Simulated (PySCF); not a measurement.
C2H5ClOSi, SMILES [SiH2](OC=C)Cl.

Coordinates come from a PBE-D3(BJ)/def2-SVP optimisation. The structure was generated by enumeration, and PubChem lists no compound with its InChIKey, so it may never have been made. Other conformers were not sampled.

Computed with PBE-D3(BJ)/def2-SVP (PySCF).

Frequencies are harmonic and unscaled.

| mode | ν (cm⁻¹) | IR (km/mol) | moving atoms (share of kinetic energy) |
|---|---|---|---|
| 1 | 60 | 0.5 | H 47 %, C 47 % |
| 2 | 69 | 3.0 | Cl 27 %, C 23 %, O 22 %, H 15 %, Si 12 % |
| 3 | 140 | 3.0 | O 37 %, H 24 %, C 21 %, Cl 10 % |
| 4 | 257 | 3.9 | O 43 %, Cl 19 %, C 16 %, H 12 %, Si 10 % |
| 5 | 445 | 11.1 | C 39 %, H 27 %, Si 23 %, O 10 % |
| 6 | 532 | 66.7 | Si 49 %, Cl 44 % |
| 7 | 613 | 42.7 | H 78 %, Si 17 % |
| 8 | 691 | 12.9 | H 79 %, C 18 % |
| 9 | 703 | 6.7 | H 78 %, C 12 % |
| 10 | 739 | 12.3 | H 38 %, O 31 %, Si 16 %, C 15 % |
| 11 | 823 | 46.1 | H 68 %, C 31 % |
| 12 | 870 | 326.3 | H 84 %, Si 14 % |
| 13 | 919 | 122.5 | H 95 % |
| 14 | 945 | 20.3 | H 89 %, C 11 % |
| 15 | 1004 | 100.3 | H 39 %, O 32 %, C 24 % |
| 16 | 1184 | 299.5 | C 41 %, O 38 %, H 20 % |
| 17 | 1293 | 31.3 | H 87 %, C 8 % |
| 18 | 1354 | 13.9 | H 81 %, C 18 % |
| 19 | 1671 | 180.7 | C 87 %, H 12 % |
| 20 | 2190 | 98.3 | H 97 % |
| 21 | 2237 | 89.5 | H 96 % |
| 22 | 3067 | 14.1 | H 92 % |
| 23 | 3103 | 0.1 | H 94 % |
| 24 | 3210 | 1.4 | H 89 %, C 11 % |
